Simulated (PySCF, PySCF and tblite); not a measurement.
One step of a conformer study of C₈H₁₂O, numbered as in [CH3:1][O:2][C:3]1=[CH:4][C@H:5]2[CH2:6][CH2:7][C@@H:8]1[CH2:9]2: PySCF 2.14.0, density-fitted response routines, PBE0/def2-SVP single-point energy, gas phase; conformer with 5-ring envelope (ring torsions 34, -51, 50, -34, 0°); 5-ring envelope (ring torsions 1, 36, -58, 58, -37°); 175°.

Torsions listed: C1–O2–C3–C8. The 5-ring runs over atoms 3–4–5–9–8. The 5-ring runs over atoms 5–6–7–8–9.

Input:

```
{"job": {"xc": "PBE0", "basis": "def2-SVP", "kind": "sp"}, "charge": 0, "multiplicity": 1}
C      2.999487     0.426010    -0.735167
O      1.973826    -0.524886    -0.896044
C      0.821758    -0.262340    -0.237755
C      0.451107     0.731906     0.569537
C     -0.999881     0.488981     0.911304
C     -1.805803     0.768782    -0.378530
C     -1.360862    -0.373677    -1.311874
C     -0.370487    -1.171536    -0.433053
C     -1.033285    -1.043246     0.940874
H      2.684498     1.409582    -1.098449
H      3.844053     0.070881    -1.322701
H      3.292528     0.513720     0.315882
H      1.003630     1.598026     0.880115
H     -1.367660     1.012723     1.790708
H     -1.575659     1.752490    -0.785315
H     -2.876073     0.723741    -0.177414
H     -0.881713    -0.010129    -2.219662
H     -2.201929    -1.004333    -1.598140
H     -0.135606    -2.166446    -0.800774
H     -0.431331    -1.465429     1.743867
H     -2.039519    -1.457877     0.976039
```

Launched as:

```sh
OMP_NUM_THREADS=1 python ens_run.py task.json out
```

Task: About how long does this step take on 1 thread of Arm Neoverse V1, shared host (rough)?

Result: About 15 s, peak memory 0.65 GiB, launched as `OMP_NUM_THREADS=1 python ens_run.py task.json out`, with 186 basis functions.

Output (atoms count from 0 there):

```
coarse grid: 17216 points
cycle   1  E = -386.3981125998  dE =  1.415e+00  |g| = 5.305e-01  |ddm| = 4.916e+00
cycle   2  E = -386.3733964596  dE =  2.472e-02  |g| = 6.522e-01  |ddm| = 1.320e+00
cycle   3  E = -386.4631824729  dE = -8.979e-02  |g| = 6.192e-02  |ddm| = 7.496e-01
cycle   4  E = -386.4636883282  dE = -5.059e-04  |g| = 3.390e-02  |ddm| = 8.333e-02
cycle   5  E = -386.4639235160  dE = -2.352e-04  |g| = 1.036e-02  |ddm| = 4.938e-02
cycle   6  E = -386.4639440736  dE = -2.056e-05  |g| = 4.187e-03  |ddm| = 1.786e-02
cycle   7  E = -386.4639484805  dE = -4.407e-06  |g| = 6.645e-04  |ddm| = 5.916e-03
final grid: 165336 points
cycle   8  E = -386.5284849204  dE = -4.566e-05  |g| = 1.235e-02  |ddm| = 6.324e-02
cycle   9  E = -386.5284466520  dE =  3.827e-05  |g| = 1.849e-02  |ddm| = 3.311e-02
cycle  10  E = -386.5285189830  dE = -7.233e-05  |g| = 1.846e-03  |ddm| = 2.147e-02
cycle  11  E = -386.5285197773  dE = -7.943e-07  |g| = 4.166e-04  |ddm| = 2.581e-03
cycle  12  E = -386.5285198129  dE = -3.557e-08  |g| = 1.588e-04  |ddm| = 6.722e-04
cycle  13  E = -386.5285198188  dE = -5.895e-09  |g| = 3.433e-05  |ddm| = 2.033e-04
cycle  14  E = -386.5285198190  dE = -2.477e-10  |g| = 9.850e-06  |ddm| = 6.121e-05
converged SCF energy = -386.5285198190
```
